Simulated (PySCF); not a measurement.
# Working out the ionisation energy of Si+

Si+ [Ne] 3s2 3p1 (2P) → Si(2+) [Ne] 3s2 (1S). All numbers are calculated (PySCF 2.14, the spin-free X2C one-electron Hamiltonian (Gaussian nucleus), in x2c-SVPall (4s3p1d, 18 functions)). Frozen: [Ne]. Energies in hartree (1 hartree = 27.21139 eV):

```tsv
part	Si+ (lower)	Si(2+) (upper)
UHF	-289.067590	-288.487365
CCSD correlation	-0.052915	-0.043450
(T)	-0.000657	0.000000
```

Task: What does Hartree-Fock give?

Result: (-288.487365) − (-289.067590) = 0.580225 hartree = 15.789 eV.

Task: What do CCSD and CCSD(T) give?

Result: The CCSD correlation energies differ by 0.009465 hartree = 0.258 eV and the triples by 0.000657 hartree = 0.018 eV, so CCSD gives 16.047 eV and CCSD(T) 16.065 eV.

Measured between the centres of the two terms (NIST): 16.322 eV, so CCSD(T) (valence) is off by -0.257 eV.

A double-zeta basis recovers only part of the correlation energy.

What remains against the reference includes basis incompleteness, the frozen core and higher excitations.
